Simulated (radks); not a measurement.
Valence configurations of C II (all share [He]). Calculated with a radial shooting solver on a logarithmic mesh with Libxc functionals: scalar-relativistic Kohn-Sham, LDA (Slater exchange, Perdew-Wang correlation), spin-polarised, spherical densities, finite nucleus; open shells are filled with parallel spins first; Fermi nuclear charge, rms radius 2.4702 fm. Energies are relative to 2s2 2p1; eigenvalues in eV for spin up.

valence	E (eV)	moment (Bohr magnetons)	e(2p)	e(2s)
2s2 2p1	0.000	1	-17.819	-26.300
2s1 2p2	4.818	3	-18.665	-27.230
2s1.5 2p1.5	2.939	2	-18.346	-26.869
2p3	13.373	3	-18.687	-
2s0.5 2p2.5	9.098	3	-18.676	-27.231

NIST lists [He] 2s2 2p1 as the ground configuration; this level of theory agrees among the configurations tried. The energies are those of spherical high-spin densities, not of single terms.
